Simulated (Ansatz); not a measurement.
A series at Al: from `[OH][Al]([OH])[OH]`, ligands are replaced one by one, each step taking up H₂ and setting free H₂O; n counts the steps. Ansatz, PBE0-D4/def2-TZVP geometries. Each molecule was computed in one conformer, which needn't be the lowest.

| n | molecule | HOMO energy, ωB97M-V/def2-TZVPP (eV) |
| --- | --- | --- |
| 0 | `[OH][Al]([OH])[OH]` | -11.53 |
| 1 | `[OH][AlH][OH]` | ? |
| 2 | `[OH][AlH2]` | -10.61 |
| 3 | `[AlH3]` | -10.81 |

**Question.** By hand: fit a straight line y = ȳ + b (n − n̄) to the 3 given rows and predict n = 1.

**Answer.** n̄ = 1.667, ȳ = -10.983; Σ(n − n̄)(y − ȳ) = 1.267, Σ(n − n̄)² = 4.667, so b = 0.271 eV a step. Prediction: -10.983 + (0.271) × (-0.667) = -11.16 eV.

**Question.** By hand: compare with the computed value, -11.58 eV, and give the steps along the whole series.

**Answer.** The line misses by -0.42 eV (computed minus predicted). Steps: -0.05, 0.97, -0.20 eV.

The steps change sign along the series, so a line is a poor guide. The highest orbital can change its character along such a series. The miss is 43.3 % of the series' range.
